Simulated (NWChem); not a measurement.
System: ZnHOBr; SMILES [OH][Zn][Br]

Here is an NWChem input.

```
start job
memory heap 200 mb stack 900 mb global 1100 mb
geometry units angstroms
  Zn     0.092050    -0.462560     0.843121
  Br    -0.109821     0.839914    -0.940625
  O      0.156583    -2.139636     1.127636
  H      0.247031    -2.603347     1.955010
end
basis spherical
  * library def2-svp
end
dft
  xc xpbe96 cpbe96
  disp vdw 4
  iterations 150
end
driver
  maxiter 120
end
task dft optimize
task dft freq
```

Parts of the log:

```
             Northwest Computational Chemistry Package (NWChem) 7.3.0
             --------------------------------------------------------

 CS  symmetry detected

                             Geometry "geometry" -> ""
                             -------------------------

 Output coordinates in angstroms (scale by  1.889725989 to convert to a.u.)

  No.       Tag          Charge          X              Y              Z
 ---- ---------------- ---------- -------------- -------------- --------------
    1 Zn                  30.0000     0.29321111     0.85016432     0.00000000
    2 Br                  35.0000    -0.08755663    -1.33477416     0.00000000
    3 O                    8.0000    -0.66734113     2.25552427     0.00000000
    4 H                    1.0000    -0.39312236     3.16797181     0.00000000

 Effective nuclear repulsion energy (a.u.)     380.9914026166

      Symmetry information
      --------------------

 Group name             Cs
 Group number              2
 Group order               2
 No. of unique centers     4

                                Z-matrix (autoz)
                                --------

 Units are Angstrom for bonds and degrees for angles

      Type          Name      I     J     K     L     M      Value
      ----------- --------  ----- ----- ----- ----- ----- ----------
    1 Stretch                  1     2                       2.21787
    2 Stretch                  1     3                       1.70226
    3 Stretch                  3     4                       0.95276
    4 Bend                     1     3     4               128.92056
    5 Bend                     2     1     3               135.76209
    6 Torsion                  2     1     3     4         180.00000

  pbe96 is a nonlocal functional; adding pw91lda local functional.

                           NWChem Geometry Optimization
                           ----------------------------

 maximum gradient threshold         (gmax) =   0.000450
 rms gradient threshold             (grms) =   0.000300
 maximum cartesian step threshold   (xmax) =   0.001800
 rms cartesian step threshold       (xrms) =   0.001200
 fixed trust radius                (trust) =   0.300000
 source of zmatrix                         =   autoz

          -------------------
          Energy Minimization
          -------------------

 Using diagonal initial Hessian
 Scaling for Hessian diagonals: bonds = 1.00  angles = 0.25  torsions = 0.10

          --------
          Step   0

                                 NWChem DFT Module
                                 -----------------

 Summary of "ao basis" -> "ao basis" (spherical)
 ------------------------------------------------------------------------------
       Tag                 Description            Shells   Functions and Types
 ---------------- ------------------------------  ------  ---------------------
 Zn                         def2-svp                11       31   5s3p2d1f
 Br                         def2-svp                12       32   5s4p3d
 O                          def2-svp                 6       14   3s2p1d
 H                          def2-svp                 3        5   2s1p

      Symmetry analysis of basis
      --------------------------

        a'         57
        a"         25

            General Information
            -------------------
          SCF calculation type: DFT
          Wavefunction type:  closed shell.
          No. of atoms     :     4
          No. of electrons :    74
           Alpha electrons :    37
            Beta electrons :    37
          Charge           :     0
          Spin multiplicity:     1
          Use of symmetry is: on ; symmetry adaption is: on
          Maximum number of iterations: 150
          AO basis - number of functions:    82
                     number of shells:    32
          Convergence on energy requested:  1.00D-06
          Convergence on density requested:  1.00D-05
          Convergence on gradient requested:  5.00D-04

              XC Information
              --------------
          PerdewBurkeErnzerhof Exchange Functional  1.000
            Perdew 1991 LDA Correlation Functional  1.000 local
           PerdewBurkeErnz. Correlation Functional  1.000 non-local

[...]

      ----------------------
      Optimization converged
      ----------------------

  Step       Energy      Delta E   Gmax     Grms     Xrms     Xmax
  ---- ---------------- -------- -------- -------- -------- --------
@    7   -4428.07597214 -5.0D-08  0.00001  0.00001  0.00018  0.00034
                                     ok       ok       ok       ok

                                Z-matrix (autoz)
                                --------

 Units are Angstrom for bonds and degrees for angles

      Type          Name      I     J     K     L     M      Value     Gradient
      ----------- --------  ----- ----- ----- ----- ----- ---------- ----------
    1 Stretch                  1     2                       2.23781    0.00001
    2 Stretch                  1     3                       1.78240   -0.00001
    3 Stretch                  3     4                       0.97560    0.00001
    4 Bend                     1     3     4               111.58866    0.00001
    5 Bend                     2     1     3               175.21690    0.00000
    6 Torsion                  2     1     3     4         180.00000    0.00000

                         Geometry "geometry" -> "geometry"
                         ---------------------------------

 Output coordinates in angstroms (scale by  1.889725989 to convert to a.u.)

  No.       Tag          Charge          X              Y              Z
 ---- ---------------- ---------- -------------- -------------- --------------
    1 Zn                  30.0000    -0.25421872     0.77634740     0.00000000
    2 Br                  35.0000     0.25723326    -1.40223365     0.00000000
    3 O                    8.0000    -0.80485720     2.47155967     0.00000000
    4 H                    1.0000    -0.05296635     3.09321282     0.00000000

 Effective nuclear repulsion energy (a.u.)     371.7119500827

      Symmetry information
      --------------------

 Group name             Cs
 Group number              2
 Group order               2
 No. of unique centers     4

                Final and change from initial internal coordinates
                --------------------------------------------------

                                Z-matrix (autoz)
                                --------

 Units are Angstrom for bonds and degrees for angles

      Type          Name      I     J     K     L     M      Value       Change
      ----------- --------  ----- ----- ----- ----- ----- ---------- ----------
    1 Stretch                  1     2                       2.23781    0.01994
    2 Stretch                  1     3                       1.78240    0.08014
    3 Stretch                  3     4                       0.97560    0.02284
    4 Bend                     1     3     4               111.58866  -17.33190
    5 Bend                     2     1     3               175.21690   39.45482
    6 Torsion                  2     1     3     4         180.00000    0.00000

[...]

 Rotational Constants
 --------------------
 A=  20.724583 cm-1  ( 29.817386 K)
 B=   0.052830 cm-1  (  0.076009 K)
 C=   0.052696 cm-1  (  0.075816 K)

 Temperature                      =   298.15K
 frequency scaling parameter      =   1.0000

 Zero-Point correction to Energy  =    8.132 kcal/mol  (  0.012960 au)
 Thermal correction to Energy     =   11.198 kcal/mol  (  0.017845 au)
 Thermal correction to Enthalpy   =   11.790 kcal/mol  (  0.018789 au)

 Total Entropy                    =   72.372 cal/mol-K
   - Translational                =   41.116 cal/mol-K (mol. weight = 160.8483)
   - Rotational                   =   22.841 cal/mol-K (symmetry #  =        1)
   - Vibrational                  =    8.414 cal/mol-K

 Cv (constant volume heat capacity) =   13.097 cal/mol-K
   - Translational                  =    2.979 cal/mol-K
   - Rotational                     =    2.979 cal/mol-K
   - Vibrational                    =    7.138 cal/mol-K

[normal modes left out]

 ----------------------------------------------------------------------------
 Normal Eigenvalue ||           Projected Infra Red Intensities
  Mode   [cm**-1]  || [atomic units] [(debye/angs)**2] [(KM/mol)] [arbitrary]
 ------ ---------- || -------------- ----------------- ---------- -----------
    1       -0.000 ||    0.003630           0.084         3.539       1.362
    2        0.000 ||    0.000973           0.022         0.949       0.365
    3        0.000 ||    0.105547           2.435       102.892      39.607
    4        0.000 ||    0.000203           0.005         0.198       0.076
    5        0.000 ||    0.000034           0.001         0.033       0.013
    6        0.000 ||    0.000180           0.004         0.176       0.068
    7      111.350 ||    0.012973           0.299        12.646       4.868
    8      117.584 ||    0.000189           0.004         0.184       0.071
    9      291.805 ||    0.009101           0.210         8.872       3.415
   10      674.267 ||    0.096199           2.219        93.779      36.099
   11      771.930 ||    0.043319           0.999        42.230      16.256
   12     3724.380 ||    0.047437           1.094        46.244      17.801
 ----------------------------------------------------------------------------
```

Level: PBE-D3(BJ)/def2-SVP. This build's default masses of Se (78.918 u) and Br (79.917 u) are each other's, which moves their modes by up to 0.6 %.
